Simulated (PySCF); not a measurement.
## Trend along the fourth-period p block: MAs molecules

PBE0 with triple-zeta basis sets in PySCF, for the lowest determinant that a PBE0 search found; no spin–orbit coupling. De refers to high-spin ground-configuration atoms. A positive dipole means M(−)As(+).

```csv
M,basis,state (unpaired electrons),Re (Å),ωe (cm⁻¹),De (eV),μ (D)
Ga,cc-pVTZ-PP,triplet (π ↑↑),2.563,213,1.96,-1.38
Ge,cc-pVTZ-PP,doublet (π ↑),2.243,357,2.98,-1.01
As,x2c-TZVPPall,singlet (closed shell),2.086,463,3.69,n/a
Se,x2c-TZVPPall,doublet (π ↑),2.138,421,3.42,0.86
Br,def2-TZVPPD,triplet (π ↑↑),2.296,317,2.89,1.01
```

By what factor does the well depth vary along the series?

At PBE0 it runs from 1.96 eV (GaAs) to 3.69 eV (As2), a factor of 1.88.

The rows differ in basis set, which adds steps of its own.

The state changes along the series, so neighbouring rows are not always alike in their bonding.

Spin–orbit coupling is left out. States were picked by a PBE0 search and need not be the measured ground states.
